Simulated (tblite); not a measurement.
A tight-binding relaxation on `C=C(C)[SiH]1P[SiH2]P1`.

Computed with GFN2-xTB geometry optimisation, gas phase (tblite 0.8.0). Start geometry: from a force field or distance geometry. The input is one job of a driver script: a line of settings, then coordinates in Å.

Command:
```bash
OMP_NUM_THREADS=1 python probes_run.py task.json out
```

Input:
```
{"job": {"kind": "relax", "xc": "GFN2-xTB", "basis": "xTB"}, "charge": 0, "multiplicity": 1}
C     -1.590500     0.940000     1.189900
C     -1.385000    -0.047500     0.319200
C     -2.520200    -0.474300    -0.527900
Si     0.267300    -0.882200     0.181300
P      1.572400    -0.182600     1.834500
Si     2.640400     1.049100     0.352600
P      1.652200    -0.062100    -1.275700
H     -2.618900     1.356100     1.173800
H     -0.848600     1.327800     1.861200
H     -3.458600     0.112900    -0.296500
H     -2.312700    -0.405400    -1.601100
H     -2.782900    -1.513200    -0.195700
H      0.064400    -2.334900     0.185200
H      2.366900    -1.209900     2.445200
H      2.281800     2.486600     0.449000
H      4.091900     0.839100     0.457900
H      2.573000    -0.987600    -1.913400
```

Output:
```
step      E/eV     max force
  0    -542.45532    3.358
  1    -542.83315    1.925
  2    -543.06677    1.238
  3    -543.20009    1.042
  4    -543.30903    0.789
  5    -543.35081    0.635
  6    -543.39271    0.572
  7    -543.43341    0.571
  8    -543.47259    0.493
  9    -543.49878    0.365
... (94 lines left out)
104    -543.61043    0.018
105    -543.61048    0.016
106    -543.61053    0.021
107    -543.61059    0.022
108    -543.61065    0.028
109    -543.61072    0.017
110    -543.61079    0.020
111    -543.61084    0.015
112    -543.61087    0.012
113    -543.61089    0.010
```

«max force» is the largest atomic force in eV/Å.

Problem. From which step on does the largest force stay under 0.1 eV/Å, and how much energy is left to gain from there?

Solution. From step 29 (0.096 eV/Å), 12.0 meV above the end.

Summary of the converged run: energy lowered by 26.6 kcal/mol over 113 steps; largest atomic force 0.010 eV/Å at the end.

Time: 1.9 s of wall time. Hardware: an Arm Neoverse N1 with one thread, shared host with 64 logical CPUs at a one-minute load of 62.
Labels such as C1 count atoms from 1, the log's own numbers from 0.
